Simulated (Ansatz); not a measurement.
Counterpoise correction, worked out

The pair of H₃O⁺ (SMILES [OH3+], atoms 1–4) and HBr (SMILES Br, atoms 5–6), both closed shells, in one local arrangement (a lower one may exist), relaxed at PBE0-D4/def2-TZVP:

```tsv
atom	x (Å)	y (Å)	z (Å)
O1	-0.1471	0.0840	-1.0704
H2	0.3656	0.7791	-1.5192
H3	0.1073	-0.0326	-0.0607
H4	-0.1320	-0.7510	-1.5704
Br5	0.5468	-0.2401	1.8722
H6	-0.7406	0.1606	2.3484
```

Program: Ansatz 0.2.0. Basis: def2-TZVPPD. Cores are frozen in the correlated methods. Filled d shells of the heavier atoms are correlated. The def2 sets are not built for correlating such inner shells, so the correlated values are less sure here.

CCSD(T) total energies in eV:

| system | geometry | basis functions | energy |
| --- | --- | --- | --- |
| pair | pair | all | -72108.83671 |
| H₃O⁺ | as in the pair | all (partner as ghosts) | -2084.69377 |
| HBr | as in the pair | all (partner as ghosts) | -70023.40869 |
| H₃O⁺ | as in the pair | its own | -2084.68742 |
| HBr | as in the pair | its own | -70023.35153 |
| H₃O⁺ | free (PBE0-D4 minimum) | its own | -2084.79101 |
| HBr | free (PBE0-D4 minimum) | its own | -70023.35389 |

Question: Work out the interaction energy with and without the counterpoise correction, the superposition error, and the binding energy from the relaxed fragments.

Answer: Without correction: -72108.83671 − (-2084.68742) − (-70023.35153) = -0.79776 eV.
With correction (each fragment in the whole basis): -72108.83671 − (-2084.69377) − (-70023.40869) = -0.73425 eV = -16.93 kcal/mol.
The superposition error is the difference, 0.06351 eV, 8 % of the uncorrected value: each fragment borrows its partner's functions.
Deformation from the free shapes: 0.10359 eV for H₃O⁺ and 0.00236 eV for HBr.
Binding energy from relaxed fragments: -0.73425 + 0.10359 + 0.00236 = -0.62830 eV = -14.49 kcal/mol (electronic, without zero-point energy; negative means bound). For comparison, the corrected interaction energy by CCSD(T) at an estimated basis limit (MP2 extrapolated from triple and quadruple zeta, plus CCSD(T) − MP2 in triple zeta) is -0.774 eV; triple zeta with the correction binds less.

No T1 diagnostic of these runs exceeds 0.007.

For scale, one of the runs: CCSD(T)/def2-TZVPPD, 165 basis functions, launched by `ansatz run in.yaml --threads 2 --pin off --events-out ev --progress --plain --max-ram 5222MiB`. Hardware: 2 CPU threads of an AMD EPYC 9R45, shared host. Wall time 16 s; peak host memory 1.3 GiB.
